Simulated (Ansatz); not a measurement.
Species: fluoro(dimethyl)silane, C₂H₇FSi (charge 0, singlet). 
Coordinates optimised at B3LYP-D3(BJ)/def2-TZVP (Ansatz, a program for electronic structure):
SMILES: [SiH](F)(C)C
```xyz
11

Si    -0.0665     0.0739    -0.3508
C      1.3909    -1.0582    -0.1080
C     -1.5777    -0.4994     0.5724
F      0.3354     1.5377     0.2005
H     -0.3667     0.2357    -1.7933
H      1.1723    -2.0532    -0.5039
H      2.2745    -0.6785    -0.6245
H      1.6353    -1.1633     0.9512
H     -2.4046     0.2022     0.4480
H     -1.9054    -1.4740     0.2016
H     -1.3726    -0.5972     1.6407
```
Charge 0, spin multiplicity 1.

Property: vertical triplet-singlet gap (E(triplet) - E(singlet); each state is the SCF solution reached for its spin), in eV. Cores are frozen in the correlated levels unless marked. Open shells are spin-unrestricted. No spin-orbit coupling. Non-relativistic. 

```csv
level,program,vertical triplet-singlet gap (eV)
HF/aug-cc-pV(D+d)Z,Ansatz,7.85
HF/aug-cc-pV(T+d)Z,Ansatz,7.78
SVWN5/def2-TZVPD,Ansatz,7.25
PBE/def2-TZVPD,Ansatz,7.29
B3LYP/def2-TZVPD,Ansatz,7.84
wB97X-V/def2-TZVPD,Ansatz,8.34
B2PLYP/def2-TZVPD,Ansatz,8.14
SCS-MP2/aug-cc-pV(D+d)Z,Ansatz,8.37
CCSD(T)/aug-cc-pV(D+d)Z,Ansatz,8.08
```
